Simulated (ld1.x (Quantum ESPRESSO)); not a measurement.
# In (Z = 49), TM: configuration errors across variants

indium, norm-conserving Troullier–Martins (Kleinman–Bylander form), made with ld1.x (Quantum ESPRESSO) 7.5 (BP86, scalar-relativistic). Core [Kr], reference 4d10 5s2 5p0.5 (charge +0.5). Waves: 5s (bound): rc 2.15 bohr; 5p (bound): rc 2.65 bohr; 4d (bound): rc 1.35 bohr. Local part: all-electron potential smoothed inside 2.40 bohr (lloc = -1). Core correction: Bessel-smoothed model core, default radius (core density twice the valence density).

All-electron excitation energies from the reference (eV): (1) 4d10 5s2 5p1 -2.016; (2) 4d10 5s2 5p0 3.495; (3) 4d10 5s1 5p0 22.934; (4) 4d9 5s2 5p1 23.190; (5) 4d9 5s2 5p2 16.227; (6) 4d10 5s1 5p2 3.848; (7) 4d9 5s0 5p0 107.758.

The default core radius of the base comes out at 0.68 bohr.

Tests that are not counted but printed errors over 1 eV. “local potential all-electron potential smoothed inside 1.36 bohr (lloc = -1)”: 4d9 5s2 5p1 (solver errors, printed error -3.7 eV); 4d9 5s2 5p2 (solver errors, printed error -13.3 eV).

3 further variants failed, have other tests or another functional or relativity, and are left out.

A true bound ghost makes a file unfit for plane-wave use even where its test errors are small: the radial tests pick states by their node count and pass the ghost by. Where a test does run into it, the solver fails or the error is huge.

Errors AE − PS in meV (a dash: test not solved or not reliable):

| change | (1) | (2) | (3) | (4) | (5) | (6) | (7) | bound ghosts |
| --- | --- | --- | --- | --- | --- | --- | --- | --- |
| base | +0.4 | -1.1 | -12 | -186 | -238 | -2.5 | -194 | none |
| local potential the s channel | +0.4 | -1.2 | -14 | -282 | -325 | -2.7 | -293 | none |
| wave 5s (bound): rc 2.15 bohr becomes 5s (bound): rc 1.32 bohr | -0.1 | -2.1 | -7.4 | -78 | -149 | -26 | -463 | s |
| core correction Bessel-smoothed model core inside 1.42 bohr | +0.5 | -1.1 | -12 | -185 | -237 | -2.5 | -193 | none |
| all radii but the core radius scaled by about 1.13 (s 2.42, p 2.98, d 1.52 bohr); local potential all-electron potential smoothed inside 2.70 bohr (lloc = -1) | +0.4 | -1.3 | -15 | -192 | -238 | -2.0 | -310 | none |
| type ultrasoft; waves now 5s (bound): rcut 1.85, rcutus 2.15 bohr; 5s channel at 1.3 Ry: rcut 1.85, rcutus 2.15 bohr; 5p (bound): rcut 2.30, rcutus 2.65 bohr; 5p channel at 0.15 Ry: rcut 2.30, rcutus 2.65 bohr; 4d (bound): rcut 1.15, rcutus 1.35 bohr; 4d channel at 1.65 Ry: rcut 1.15, rcutus 1.35 bohr; local potential all-electron potential smoothed inside 1.95 bohr (lloc = -2); augmentation built from norm-conserving waves at rcut, not smoothed further | +0.2 | -1.3 | -15 | -168 | -204 | -2.7 | -85 | none |
| local potential all-electron potential smoothed inside 1.36 bohr (lloc = -1) | +0.1 | -1.1 | -13 | – | – | -2.5 | -69 | s, p |

(1) Give the same row for: wave 5p (bound): rc 2.65 bohr becomes 5p (bound): rc 2.86 bohr.

## Answers

(1) +0.5, -1.1, -13, -178, -226, -1.3, -200; bound ghosts: none.
